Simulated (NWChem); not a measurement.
System: CBClF$_{4}$; SMILES FB(Cl)C(F)(F)F

Input file for NWChem:

```
start job
memory heap 200 mb stack 900 mb global 1100 mb
geometry units angstroms noautoz
  B      0.451816    -0.581077     0.112868
  C     -0.106085     0.925896     0.025968
  F     -1.409174     1.016823     0.362677
  F      0.025485     1.379271    -1.246128
  F      0.584753     1.761671     0.829740
  Cl    -0.497793    -1.913809    -0.489886
  F      1.646968    -0.787203     0.614278
end
basis spherical
  * library def2-svp
end
dft
  xc m06-l
  grid xfine
  iterations 150
  mulliken
end
task dft gradient
```

Excerpt of the output:

```
             Northwest Computational Chemistry Package (NWChem) 7.3.0
             --------------------------------------------------------

 C1  symmetry detected

                             Geometry "geometry" -> ""
                             -------------------------

 Output coordinates in angstroms (scale by  1.889725989 to convert to a.u.)

  No.       Tag          Charge          X              Y              Z
 ---- ---------------- ---------- -------------- -------------- --------------
    1 B                    5.0000     0.49466989     0.56314680    -0.02300888
    2 C                    6.0000    -0.13092485    -0.91949229    -0.00939593
    3 F                    9.0000    -1.19017686    -1.04315138    -0.83545599
    4 F                    9.0000    -0.54841165    -1.21766917     1.24674224
    5 F                    9.0000     0.77952448    -1.84936831    -0.36750068
    6 Cl                  17.0000    -0.54433238     1.96365657    -0.00595389
    7 F                    9.0000     1.79971405     0.70119531    -0.01349265

 Effective nuclear repulsion energy (a.u.)     375.2480498139

                                 NWChem DFT Module
                                 -----------------

 Summary of "ao basis" -> "ao basis" (spherical)
 ------------------------------------------------------------------------------
       Tag                 Description            Shells   Functions and Types
 ---------------- ------------------------------  ------  ---------------------
 B                          def2-svp                 6       14   3s2p1d
 C                          def2-svp                 6       14   3s2p1d
 F                          def2-svp                 6       14   3s2p1d
 Cl                         def2-svp                 8       18   4s3p1d

            General Information
            -------------------
          SCF calculation type: DFT
          Wavefunction type:  closed shell.
          No. of atoms     :     7
          No. of electrons :    64
           Alpha electrons :    32
            Beta electrons :    32
          Charge           :     0
          Spin multiplicity:     1
          Use of symmetry is: off; symmetry adaption is: off
          Maximum number of iterations: 150
          AO basis - number of functions:   102
                     number of shells:    44
          Convergence on energy requested:  1.00D-06
          Convergence on density requested:  1.00D-05
          Convergence on gradient requested:  5.00D-04

              XC Information
              --------------
                        M06-L Method XC Functional
                         M06-L Exchange Functional  1.000
                       M06-L Correlation Potential  1.000

             Grid Information
             ----------------
          Grid used for XC integration:  xfine
          Radial quadrature: Mura-Knowles
          Angular quadrature: Lebedev.
          Tag              B.-S. Rad. Rad. Pts. Rad. Cut. Ang. Pts.
          ---              ---------- --------- --------- ---------
          B                   0.85      100           8.0      1454
          C                   0.70      100           9.0      1454
          F                   0.50      100          11.0      1454
          Cl                  1.00      125           9.0      1454
          Grid pruning is: on
          Number of quadrature shells:   725
          Spatial weights used:  Erf1

      Superposition of Atomic Density Guess
      -------------------------------------

 Sum of atomic energies:        -918.62236986

      Non-variational initial energy
      ------------------------------

 Total energy =    -920.513709
 1-e energy   =   -2022.297658
 2-e energy   =     726.535899
 HOMO         =      -0.371891
 LUMO         =       0.035160

     ---------------------------------------------
      Total Density - Mulliken Population Analysis
     ---------------------------------------------

    Atom       Charge   Shell Charges
 -----------   ------   -------------------------------------------------------
    1 B    5     4.33   1.99  0.85  0.12  1.03  0.20  0.14
    2 C    6     4.79   1.99  0.85  0.21  1.25  0.37  0.13
    3 F    9     9.42   1.99  1.14  0.77  3.45  2.06  0.00
    4 F    9     9.43   1.99  1.14  0.77  3.45  2.07  0.00
    5 F    9     9.43   1.99  1.14  0.77  3.46  2.06  0.00
    6 Cl  17    17.26   2.00  1.99  1.22  0.70  5.94  2.16  3.24  0.01
    7 F    9     9.34   1.99  1.15  0.71  3.50  1.98  0.00

   convergence    iter        energy       DeltaE   RMS-Dens  Diis-err
 ---------------- ----- ----------------- --------- --------- ---------
 d= 0,ls=0.0,diis     1   -921.8604872748 -1.30D+03  2.05D-02  1.89D+00
 d= 0,ls=0.0,diis     2   -921.4465003632  4.14D-01  1.26D-02  6.95D+00
 d= 0,ls=0.0,diis     3   -922.0798974419 -6.33D-01  1.59D-03  3.24D-02
 d= 0,ls=0.0,diis     4   -922.0812565958 -1.36D-03  7.80D-04  1.51D-02
 d= 0,ls=0.0,diis     5   -922.0817622110 -5.06D-04  2.92D-04  2.09D-03
  Resetting Diis
 d= 0,ls=0.0,diis     6   -922.0819619784 -2.00D-04  1.15D-04  3.82D-05
 d= 0,ls=0.0,diis     7   -922.0819687961 -6.82D-06  4.81D-05  5.28D-06
 d= 0,ls=0.0,diis     8   -922.0819688398 -4.37D-08  1.68D-05  8.25D-06
 d= 0,ls=0.0,diis     9   -922.0819695442 -7.04D-07  4.34D-06  3.82D-07

         Total DFT energy =     -922.081969544230
      One electron energy =    -2022.923129049215
           Coulomb energy =      805.190390059579
    Exchange-Corr. energy =      -79.597280368499
 Nuclear repulsion energy =      375.248049813904

 Numeric. integr. density =       64.000000063427

                       DFT Final Molecular Orbital Analysis
                       ------------------------------------

 Vector   30  Occ=2.000000D+00  E=-3.501380D-01
              MO Center= -3.8D-01,  1.7D+00,  1.1D-02, r^2= 1.7D+00
   Bfn.  Coefficient  Atom+Function         Bfn.  Coefficient  Atom+Function
  ----- ------------  ---------------      ----- ------------  ---------------
    83      0.595431  6 Cl pz                80      0.452880  6 Cl pz
    77      0.262147  6 Cl pz                94      0.157703  7 F  pz
     6     -0.123698  1 B  pz                97     -0.115905  7 F  pz
    47      0.092850  4 F  py                50     -0.062528  4 F  py
    33     -0.046717  3 F  py                 9      0.044855  1 B  pz

 Vector   31  Occ=2.000000D+00  E=-3.447527D-01
              MO Center= -1.3D-01,  5.5D-01, -2.7D-02, r^2= 3.6D+00
   Bfn.  Coefficient  Atom+Function         Bfn.  Coefficient  Atom+Function
  ----- ------------  ---------------      ----- ------------  ---------------
    81      0.406364  6 Cl px                78      0.315030  6 Cl px
    93      0.267445  7 F  py                33     -0.247612  3 F  py
     5     -0.217310  1 B  py                47     -0.199255  4 F  py
    96     -0.187569  7 F  py                75      0.182068  6 Cl px
    17     -0.173382  2 C  s                 19     -0.168403  2 C  py

 Vector   32  Occ=2.000000D+00  E=-3.211733D-01
              MO Center= -2.6D-01,  8.2D-01,  4.2D-03, r^2= 3.5D+00
   Bfn.  Coefficient  Atom+Function         Bfn.  Coefficient  Atom+Function
  ----- ------------  ---------------      ----- ------------  ---------------
    82      0.374320  6 Cl py                81      0.327582  6 Cl px
    79      0.285173  6 Cl py                78      0.250538  6 Cl px
    17      0.231228  2 C  s                 19      0.208315  2 C  py
    61      0.207623  5 F  py                 5      0.182959  1 B  py
    76      0.164194  6 Cl py                47      0.162138  4 F  py

 Vector   33  Occ=0.000000D+00  E=-8.791573D-02
              MO Center=  3.5D-01,  5.1D-01, -3.7D-02, r^2= 2.2D+00
   Bfn.  Coefficient  Atom+Function         Bfn.  Coefficient  Atom+Function
  ----- ------------  ---------------      ----- ------------  ---------------
     6      0.670532  1 B  pz                 9     -0.356042  1 B  pz
    83      0.302323  6 Cl pz                94     -0.247624  7 F  pz
    97      0.219083  7 F  pz                80      0.172898  6 Cl pz
    23     -0.169797  2 C  pz                20     -0.144433  2 C  pz
    45      0.135960  4 F  s                 47     -0.114179  4 F  py

 Vector   34  Occ=0.000000D+00  E= 6.031482D-02
              MO Center=  7.7D-02,  8.2D-01,  1.5D-03, r^2= 3.1D+00
   Bfn.  Coefficient  Atom+Function         Bfn.  Coefficient  Atom+Function
  ----- ------------  ---------------      ----- ------------  ---------------
     3      1.693799  1 B  s                 17     -0.932570  2 C  s
    74     -0.588513  6 Cl s                 82      0.581482  6 Cl py
     2      0.457088  1 B  s                 21     -0.359409  2 C  px
    22     -0.352746  2 C  py                81     -0.342770  6 Cl px
    73     -0.319692  6 Cl s                  7     -0.312994  1 B  px

[...]

                         DFT ENERGY GRADIENTS

    atom               coordinates                        gradient
                 x          y          z           x          y          z
   1 B       0.934791   1.064193  -0.043480   -0.002129  -0.004316  -0.000164
   2 C      -0.247412  -1.737588  -0.017756    0.000517   0.003933   0.000578
   3 F      -2.249108  -1.971270  -1.578783   -0.006713   0.000282  -0.005882
   4 F      -1.036348  -2.301061   2.356001   -0.001824  -0.000874   0.007965
   5 F       1.473088  -3.494799  -0.694476    0.007112  -0.005050  -0.002564
   6 Cl     -1.028639   3.710773  -0.011251   -0.002810   0.004877  -0.000043
   7 F       3.400966   1.325067  -0.025497    0.005847   0.001149   0.000111
```

Level: M06-L/def2-SVP. All runs use the structure optimised with B3LYP/6-31G* (spherical d).
